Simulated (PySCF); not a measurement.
**Radial density of I+ (iodine, charge +1)**

UHF, [Kr] 4d10 5s2 5p4, high-spin 3P determinant. Calculation: PySCF 2.14, in aug-cc-pV5Z-PP with ECP28MDF; a scalar-relativistic core potential. This is the valence pseudo-density: the core potential removes the inner electrons and smooths the orbitals near the nucleus.

```json
{"r (bohr)": "0.00218", "4πr²ρ (e/bohr)": "1.689e-05", "4πr²(ρα − ρβ)": "0.0000"}
{"r (bohr)": "0.00367", "4πr²ρ (e/bohr)": "4.471e-05", "4πr²(ρα − ρβ)": "0.0000"}
{"r (bohr)": "0.00618", "4πr²ρ (e/bohr)": "0.0001111", "4πr²(ρα − ρβ)": "0.0000"}
{"r (bohr)": "0.0104", "4πr²ρ (e/bohr)": "0.0002574", "4πr²(ρα − ρβ)": "0.0000"}
{"r (bohr)": "0.0175", "4πr²ρ (e/bohr)": "0.0005239", "4πr²(ρα − ρβ)": "0.0000"}
{"r (bohr)": "0.0294", "4πr²ρ (e/bohr)": "0.0009064", "4πr²(ρα − ρβ)": "0.0000"}
{"r (bohr)": "0.0495", "4πr²ρ (e/bohr)": "0.001426", "4πr²(ρα − ρβ)": "0.0000"}
{"r (bohr)": "0.0832", "4πr²ρ (e/bohr)": "0.003849", "4πr²(ρα − ρβ)": "0.0001"}
{"r (bohr)": "0.140", "4πr²ρ (e/bohr)": "0.02892", "4πr²(ρα − ρβ)": "0.0004"}
{"r (bohr)": "0.235", "4πr²ρ (e/bohr)": "0.3808", "4πr²(ρα − ρβ)": "0.0043"}
{"r (bohr)": "0.396", "4πr²ρ (e/bohr)": "5.972", "4πr²(ρα − ρβ)": "0.0770"}
{"r (bohr)": "0.666", "4πr²ρ (e/bohr)": "26.84", "4πr²(ρα − ρβ)": "0.1954"}
{"r (bohr)": "1.12", "4πr²ρ (e/bohr)": "12.70", "4πr²(ρα − ρβ)": "0.0820"}
{"r (bohr)": "1.88", "4πr²ρ (e/bohr)": "4.225", "4πr²(ρα − ρβ)": "1.1618"}
{"r (bohr)": "3.17", "4πr²ρ (e/bohr)": "1.099", "4πr²(ρα − ρβ)": "0.4250"}
{"r (bohr)": "5.33", "4πr²ρ (e/bohr)": "0.03096", "4πr²(ρα − ρβ)": "0.0107"}
{"r (bohr)": "8.97", "4πr²ρ (e/bohr)": "3.046e-05", "4πr²(ρα − ρβ)": "0.0000"}
```

Energies and moments cover only the electrons outside the core potential.
